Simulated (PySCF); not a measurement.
Delta-SCF ions had no search for a lower state. Excitations are Tamm–Dancoff values on a coarser integration grid. The basis has no diffuse functions, so Rydberg states are missing or too high.

[B(CH3)3(CH3CN)] (charge 0, multiplicity 1)

The numbers are results of M06-2X/def2-TZVP // B3LYP-D3(BJ)/def2-SVP (PySCF), not measurements.

| Item | Value |
|---|---|
| HOMO | -8.32 eV |
| dipole moment | 1.537 e·Å |
| HOMO–LUMO gap | 8.88 eV |
| LUMO | 0.56 eV |
| S1 excitation (TDA) | 5.99 eV |
| S1 oscillator strength | 0.000 |
| brightest of the four lowest singlets (TDA) | 6.72 eV |
| vertical ionisation energy (Delta-SCF) | 9.19 eV |
| charge on the central atom (Mulliken) | 0.10 e |
| charge on the central atom (meta-Löwdin) | 0.06 e |
| total energy | -277.3289 Ha |
| cost | very roughly 40 core-minutes |

Bond lengths (Å): B1–C2 1.629, B1–C6 1.629, B1–C10 1.629, B1–N16 1.604, C2–H3 1.104, C2–H4 1.105, C2–H5 1.105, C6–H7 1.105, C6–H8 1.105, C6–H9 1.104, C10–H11 1.104, C10–H12 1.105, C10–H13 1.105, C14–C15 1.454, C14–H17 1.100, C14–H18 1.100, C14–H19 1.100, C15–N16 1.152. Bond angles (°): C2–B1–C6 113.6, C2–B1–C10 113.6, C2–B1–N16 105.0, C6–B1–C10 113.6, C6–B1–N16 104.9, C10–B1–N16 105.0, B1–C2–H3 108.6, B1–C2–H4 113.2, B1–C2–H5 113.2, H3–C2–H4 106.8, H3–C2–H5 106.8, H4–C2–H5 107.8, B1–C6–H7 113.2, B1–C6–H8 113.2, B1–C6–H9 108.6, H7–C6–H8 107.8, H7–C6–H9 106.9, H8–C6–H9 106.9, B1–C10–H11 108.6, B1–C10–H12 113.2, B1–C10–H13 113.2, H11–C10–H12 106.8, H11–C10–H13 106.8, H12–C10–H13 107.8, C15–C14–H17 110.0, C15–C14–H18 110.0, C15–C14–H19 110.0, H17–C14–H18 109.0, H17–C14–H19 109.0, H18–C14–H19 109.0, C14–C15–N16 180.0, B1–N16–C15 179.9.
Charge 0, spin multiplicity 1.
